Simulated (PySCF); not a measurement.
Electron correlation in Xe⁺ (xenon, charge +1)

[Kr] 4d10 5s2 5p5, 2P determinant. Calculation: PySCF 2.14, in x2c-QZVPPall; scalar relativity by spin-free X2C-1e. Frozen: [Kr] 4d10; 7 electrons correlated.

MP2 pair energies summed by pair of shells (mhartree):

```csv
pair,energy,share (%)
5p-5p,-81.03,61.2
5s-5p,-44.12,33.3
5s-5s,-7.32,5.5
```

Total MP2 correlation energy: -132.46 mhartree.

Same-spin part -27.55 and opposite-spin part -104.92 mhartree; SCS-MP2 scales them by 1/3 and 6/5 to -135.08 mhartree.
